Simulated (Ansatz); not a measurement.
`CO[SiH2]SC` + H–F → `CO[SiH2]F` + CH₃SH  (ligand exchange at the Si–S bond)

Calculated with Ansatz (gas phase, PBE0-D4/def2-TZVP geometries, no zero-point term in ΔE). CCSD(T)/CBS adds triple-zeta CCSD(T) − MP2 to the extrapolated MP2 energy (def2 sets, frozen cores). This one scheme is used for every species. Functionals use def2-TZVPP. Each species was taken in one conformer, which may not be the lowest.

Question: Is it downhill or uphill in electronic energy at CCSD(T)/CBS, and by how much? (An estimate is asked.)

Answer: Ansatz gave: Downhill: ΔE = -80.9 kJ/mol.

Question: What do these levels give: r2SCANh-D4, ωB97X-V, BHLYP, HF/def2-SVP, CCSD(T)/def2-SVP, MP2/def2-QZVPP? (An estimate is asked.)

Answer: The calculation gave: r2SCANh-D4 -82.7, ωB97X-V -86.5, BHLYP -103.5, HF/def2-SVP -102.7, CCSD(T)/def2-SVP -85.3, MP2/def2-QZVPP -78.1 kJ/mol.

Largest T1 diagnostic among the species: 0.011.

At CCSD(T), def2-SVP lies −4.5 kJ/mol from the extrapolated value and def2-TZVPP −4.0 kJ/mol. Leaving LDA and LC-ωPBE aside and taking each functional with its dispersion term where it has one, the values, not all of them listed here, spread over 30.8 kJ/mol, from CAM-B3LYP-D4 to revPBE-D4. LDA lies +4.9 kJ/mol from PBE without D4. In def2-TZVPP, CCSD(T) changes the Hartree–Fock value by +29.6 kJ/mol (the triples alone add +5.5 kJ/mol) and MP2 by +34.9 kJ/mol.
